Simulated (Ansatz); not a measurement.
Basis-set series for `C[CH]1[GeH2][B]1F`. The species carries charge 0 and has multiplicity 1. All single points use the PBE0-D4/def2-TZVP geometry.

```json
{"functional": "PBE0-D4", "basis": "def2-SVP", "functions": "118", "energy (Eh)": "-2280.61723", "HOMO (eV)": "-6.62", "LUMO (eV)": "-1.03"}
{"functional": "PBE0-D4", "basis": "def2-TZVPP", "functions": "256", "energy (Eh)": "-2281.11212", "HOMO (eV)": "-6.66", "LUMO (eV)": "-1.12"}
{"functional": "ωB97M-V", "basis": "def2-SVP", "functions": "118", "energy (Eh)": "-2280.89227", "HOMO (eV)": "-8.62", "LUMO (eV)": "0.93"}
{"functional": "ωB97M-V", "basis": "def2-TZVPP", "functions": "256", "energy (Eh)": "-2281.39430", "HOMO (eV)": "-8.68", "LUMO (eV)": "0.74"}
```

Give the rows for def2-QZVPP. (Best estimate.)

Computed: 
```tsv
functional	basis	functions	energy (Eh)	HOMO (eV)	LUMO (eV)
PBE0-D4	def2-QZVPP	497	-2281.16802	-6.68	-1.18
ωB97M-V	def2-QZVPP	497	-2281.44844	-8.69	0.60
```

Positive LUMOs are unbound and depend on the basis. Scalar relativity is left out up to krypton.
